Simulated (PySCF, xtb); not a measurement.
FH5N2Si, SMILES F[SiH](N)N.

xtb 6.7.1 with GFN2-xTB at its own geometry gives an orbital gap of 6.87 eV and a dipole moment of 1.97 D.

The structure is a stationary point at B3LYP-D3(BJ)/def2-SVP. Other conformers were not sampled.

### Question
What does PBE0/def2-TZVP (PySCF) give? (The exact figures need the calculation; the answer reports its results.)

### Answer
gap 8.62 eV (levels -7.65 and 0.97 eV), dipole 2.04 D.
